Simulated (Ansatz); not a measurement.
Relaxation of F2HInOZn (6 atoms, charge 0, multiplicity 1), to a largest force component of 0.015 eV/Å in at most 40 steps.

Level of theory: RKS r2SCAN-D4/def2-SVP in Ansatz.

```xyz
6
Properties=species:S:1:pos:R:3:forces:R:3
F -1.527 1.126 0.631 -38.20 4.06 -25.09
Zn -0.468 1.032 1.371 38.91 -4.74 24.01
O 1.159 0.165 0.846 -1.53 3.49 3.34
In 1.062 -1.038 -0.586 1.40 -2.85 -0.60
F 2.951 -0.905 -1.120 0.32 0.26 -0.96
H 1.427 -2.571 0.288 -0.89 -0.23 -0.69
```

Task: Where does it end, and by what steps?

Result: It converged. The force dipped under the threshold on the way, but the program's further checks kept it going. After 13 steps the energy has fallen by 9.383 eV; F1 moved furthest, 1.13 Å. The start is strongly strained (largest force component 39 eV/Å).

```csv
step,energy less start (eV),largest force component (eV/Å),accepted
0,0.0000,38.913,yes
1,-6.7029,10.966,yes
2,-8.3980,3.253,yes
3,-8.9964,0.742,yes
4,-9.2351,0.397,yes
5,-9.3253,0.544,yes
6,-9.3601,0.078,yes
7,-9.3737,0.224,yes
8,-9.3779,0.182,yes
9,-9.3815,0.022,yes
10,-9.3824,0.012,yes
11,-9.3826,0.081,yes
12,-9.3830,0.022,yes
13,-9.3832,0.002,yes
```

```xyz
6
Properties=species:S:1:pos:R:3
F -2.102 1.505 1.521
Zn -0.596 0.957 0.875
O 0.952 0.488 0.215
In 1.720 -1.283 -0.203
F 3.511 -0.992 -0.945
H 1.120 -2.866 -0.032
```

Whether the end is a true minimum wasn't checked by a vibrational analysis.

The run took 39 s on 2 threads of Intel(R) Xeon(R) Platinum 8488C (Sapphire Rapids), with other jobs on the host, peak memory 0.2 GiB.
